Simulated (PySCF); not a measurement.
C5H10, SMILES `C1CCCC1` (charge 0, multiplicity 1)

The numbers are results of PySCF with PBE0-D3(BJ)/def2-TZVP, not measurements.

```json
{
  "HOMO": "-8.69 eV",
  "dipole_moment": "0.02 D",
  "HOMO–LUMO gap": "9.83 eV",
  "LUMO": "1.13 eV",
  "total_energy": "-5344.05 eV",
  "cost": "about 70 core-seconds (a rough figure)"
}
```

```xyz
15

C      1.2589    -0.1901     0.2218
C      0.6277     0.8874    -0.6839
C     -0.8595     0.8829    -0.3336
C     -1.1362    -0.5815    -0.0181
C      0.0806    -0.9943     0.8087
H      1.8574     0.2591     1.0171
H      1.9335    -0.8314    -0.3491
H      1.0897     1.8682    -0.5561
H      0.7528     0.6128    -1.7354
H     -1.0391     1.4903     0.5606
H     -1.4878     1.2837    -1.1321
H     -1.1725    -1.1564    -0.9503
H     -2.0822    -0.7447     0.5030
H      0.2571    -2.0716     0.7933
H     -0.0801    -0.7144     1.8540
```
